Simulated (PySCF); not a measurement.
Solvent effects on NMR parameters

Geometry (Å), atoms numbered from 1 in this order:
```xyz
24

C     2.028   -1.425   -0.551
C     1.889   -0.185    0.315
C     0.472    0.045    0.840
C     0.396    1.268    1.752
N    -0.504    0.054   -0.246
C    -0.416    1.144   -1.184
N    -1.798   -0.174    0.223
C    -2.575   -1.024   -0.644
H     1.748   -2.330    0.011
H     3.062   -1.555   -0.906
H     1.363   -1.370   -1.424
H     2.559   -0.256    1.189
H     2.230    0.708   -0.240
H     0.190   -0.838    1.437
H     0.703    2.189    1.231
H     1.058    1.146    2.623
H    -0.627    1.409    2.132
H     0.607    1.237   -1.579
H    -0.704    2.129   -0.753
H    -1.077    0.949   -2.042
H    -2.289    0.707    0.405
H    -2.117   -2.023   -0.685
H    -2.676   -0.658   -1.687
H    -3.588   -1.129   -0.225
```

GIAO PBE0/pcSseg-1 in PySCF 2.14 on one PBE0-D3(BJ)/def2-SVP conformer, non-relativistic, equivalent nuclei averaged. Solvents enter as an IEF-PCM continuum (chloroform with ε = 4.7, dimethylsulfoxide with ε = 46.8) around the gas-phase geometry. Shifts are referred to TMS computed in the same medium.

Gas phase, δ in ppm: C3 63.7, C8 36.5, C2 30.2, C6 28.8, C1 12.9, C4 12.0, H14 2.63, H22/H23/H24 2.50, H18/H19/H20 2.03, H12 1.12, H13 1.05, H9/H10/H11 1.01, H21 1.00, H15/H16/H17 0.76. Dipole moment 1.13 D.

Problem. How does each δ change in the continuum?

Solution. 
| atoms | environment | Δδ, chloroform | Δδ, dimethylsulfoxide |
| --- | --- | --- | --- |
| C3 | sp3 CH bonded to N | +1.3 | +2.0 |
| C8 | methyl carbon bonded to N | +0.4 | +0.7 |
| C2 | sp3 CH2 | +0.1 | +0.1 |
| C6 | methyl carbon bonded to N | +0.2 | +0.3 |
| C1 | methyl carbon | +0.3 | +0.5 |
| C4 | methyl carbon | +0.4 | +0.6 |
| H14 | hydrogen on an sp3 CH bonded to N | -0.12 | -0.21 |
| H22/H23/H24 | hydrogen on a methyl carbon bonded to N | 0.00 | 0.00 |
| H18/H19/H20 | hydrogen on a methyl carbon bonded to N | +0.05 | +0.08 |
| H12 | hydrogen on an sp3 CH2 | +0.03 | +0.04 |
| H13 | hydrogen on an sp3 CH2 | +0.06 | +0.12 |
| H9/H10/H11 | hydrogen on a methyl carbon | -0.04 | -0.06 |
| H21 | hydrogen on a nitrogen bonded to O or N | +0.38 | +0.59 |
| H15/H16/H17 | hydrogen on a methyl carbon | +0.02 | +0.04 |

Changes are relative to the gas phase. The dipole moment becomes 1.47 D in chloroform, 1.70 D in dimethylsulfoxide.

Problem. Which of the listed nuclei move most (in ppm), and what does the model miss? (N and O are left out, as their reference compounds move with the solvent too.)

Solution. C3 (sp3 CH bonded to N, +2.0 ppm) in dimethylsulfoxide. A continuum only polarises the solute; specific hydrogen bonds, the anisotropy of aromatic solvents and changes of geometry or conformer are outside it.
